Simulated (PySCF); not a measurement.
SnF₄, SMILES [F][Sn]([F])([F])[F]. Heavy atoms are numbered as in [F:1][Sn:2]([F:3])([F:4])[F:5].

Geometry optimised at PBE-D3(BJ)/def2-SVP. The isomer is the one that the SMILES or the coordinates give; other isomers of the formula were not compared. The def2 effective core potentials stand for the cores of Sn; spin–orbit coupling is left out.

These are PBE/def2-TZVP (PySCF) values and carry that method's errors.

ESP charges are fitted to the potential on shells at 1.4 to 2.0 van der Waals radii. Atomic charges (e), one atom of each kind:

```csv
atom,Löwdin,ESP fit,Mulliken
F1,-0.19,-0.30,-0.38
Sn2,0.75,1.21,1.54
```
